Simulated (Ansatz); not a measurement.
The cluster HW₂. Charge 0, multiplicity 2. Geometry PBE-D4/def2-TZVP.

```csv
atom,x (Å),y (Å),z (Å)
W1,-1.414,-1.069,-0.894
W2,0.065,0.050,0.041
H3,1.349,1.020,0.853
```

In the def2 sets W takes a core potential; there is no spin–orbit coupling. At PBE-D4/def2-TZVP, r2SCAN-D4/def2-TZVP, PBE0-D4/def2-TZVP the charge 0 doublet is spin-contaminated (final ⟨S²⟩ up to 2.79, 0.75 for a pure state). No other spin state of charge 0 was run. The geometry of the doublet was relaxed on an unsound state (⟨S²⟩ 1.98, where a pure state has 0.75). Another isomer (doublet) lies 0.95 eV lower at PBE0-D4/def2-TZVP; other spin states weren't run for this one.

(1) Estimate the α-spin orbital energies around the gap (eV) in Ansatz with PBE-D4/def2-TZVP, r2SCAN-D4/def2-TZVP, PBE0-D4/def2-TZVP.

Answers

(1) 
| orbital | PBE-D4/def2-TZVP | r2SCAN-D4/def2-TZVP | PBE0-D4/def2-TZVP |
| --- | --- | --- | --- |
| HOMO−9 | -39.81 | -40.41 | -41.95 |
| HOMO−8 | -39.81 | -40.41 | -41.95 |
| HOMO−7 | -39.14 | -40.11 | -41.66 |
| HOMO−6 | -8.57 | -8.73 | -9.69 |
| HOMO−5 | -6.37 | -6.49 | -7.37 |
| HOMO−4 | -6.37 | -6.49 | -7.37 |
| HOMO−3 | -5.93 | -6.30 | -6.75 |
| HOMO−2 | -5.14 | -5.35 | -6.03 |
| HOMO−1 | -4.54 | -4.86 | -5.77 |
| HOMO | -4.54 | -4.86 | -5.77 |
| LUMO | -2.53 | -1.88 | -1.52 |
| LUMO+1 | -1.96 | -1.76 | -1.20 |
| LUMO+2 | -1.96 | -1.76 | -1.20 |
| LUMO+3 | -1.89 | -1.09 | -0.40 |
| LUMO+4 | -1.89 | -1.09 | -0.40 |
| LUMO+5 | -1.13 | -0.57 | -0.14 |
| β HOMO | -4.45 | -4.74 | -5.65 |
| β LUMO | -4.03 | -3.43 | -3.02 |
